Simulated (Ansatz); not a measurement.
Ansatz results at the PBE0-D4/def2-TZVP geometry: LUMO energy (PBE/def2-TZVPP) -2.02 eV; HOMO–LUMO gap (PBE0/def2-TZVPP) 6.36 eV; size of the dipole moment (PBE/def2-TZVPP) 2.18 D.

(1) Which molecule gave them?
A. `CC(=N)S`
B. `[AlH2][SiH2][ZnH]`
C. `[Cl][GeH]1[CH2][O]1`
D. `F[B]1[AlH][SiH2]S1`

Results:

(1) C. The others give `[AlH2][SiH2][ZnH]`: -2.82, 4.85, 0.26; `F[B]1[AlH][SiH2]S1`: -3.53, 4.38, 1.70; `CC(=N)S`: -1.19, 7.25, 1.96.
